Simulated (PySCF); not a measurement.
Computed NMR parameters against published values

Geometry:
```json
{"atom": "Si1", "x (Å)": "-3.968", "y (Å)": "0.256", "z (Å)": "-0.228"}
{"atom": "Si2", "x (Å)": "-1.901", "y (Å)": "0.961", "z (Å)": "0.550"}
{"atom": "Si3", "x (Å)": "-0.039", "y (Å)": "-0.285", "z (Å)": "-0.062"}
{"atom": "Si4", "x (Å)": "2.109", "y (Å)": "0.414", "z (Å)": "0.480"}
{"atom": "Si5", "x (Å)": "3.844", "y (Å)": "-1.047", "z (Å)": "0.002"}
{"atom": "H6", "x (Å)": "-4.741", "y (Å)": "-0.474", "z (Å)": "0.781"}
{"atom": "H7", "x (Å)": "-3.812", "y (Å)": "-0.657", "z (Å)": "-1.365"}
{"atom": "H8", "x (Å)": "-4.830", "y (Å)": "1.347", "z (Å)": "-0.691"}
{"atom": "H9", "x (Å)": "-1.933", "y (Å)": "1.050", "z (Å)": "2.021"}
{"atom": "H10", "x (Å)": "-1.675", "y (Å)": "2.359", "z (Å)": "0.141"}
{"atom": "H11", "x (Å)": "-0.092", "y (Å)": "-0.487", "z (Å)": "-1.522"}
{"atom": "H12", "x (Å)": "-0.214", "y (Å)": "-1.654", "z (Å)": "0.459"}
{"atom": "H13", "x (Å)": "2.136", "y (Å)": "0.761", "z (Å)": "1.911"}
{"atom": "H14", "x (Å)": "2.352", "y (Å)": "1.710", "z (Å)": "-0.178"}
{"atom": "H15", "x (Å)": "3.374", "y (Å)": "-2.148", "z (Å)": "-0.845"}
{"atom": "H16", "x (Å)": "4.420", "y (Å)": "-1.665", "z (Å)": "1.199"}
{"atom": "H17", "x (Å)": "4.963", "y (Å)": "-0.428", "z (Å)": "-0.713"}
```

PySCF 2.14.0 with density-fitted response routines calculation with coordinates at the GFN2-xTB level and GIAO PBE0/pcSseg-1 shieldings; non-relativistic Hamiltonian, averaged over atoms made equivalent by symmetry, fast rotation or ring inversion, in vacuum, one computed conformer.

Reference values: measured (C. Corminboeuf, T. Heine, J. Weber, Chem. Phys. Lett. 357 (2002) 1).
```
  atoms       quantity  reference  computed  computed, scaled
Si1/Si5  δ 29Si vs TMS      -98.4    -115.9            -102.3
    Si3  δ 29Si vs TMS     -107.3    -121.3            -106.7
Si2/Si4  δ 29Si vs TMS     -111.5    -129.6            -113.5
```

Computed shifts are σ(ref) − σ with the named reference compound (TMS for H and C) calculated as an isolated molecule at the same level. The measured values may be among those fitted. Shieldings were converted by a linear fit to measured shifts: 29Si (scatter 8.9 ppm rms, 25.8 ppm with the 6 outliers that the fit left out vs TMS, solution or neat liquid). A few per cent of atoms miss by over 2 rms, more outside the fitted compound classes.

Q: How far are the unscaled 29Si shifts from the references?

A: Mean signed difference -16.53 ppm, mean absolute 16.53 ppm over 3 comparisons; the largest is -18.1 ppm at Si2/Si4 (silicon bonded to 2 Si, 2 H).
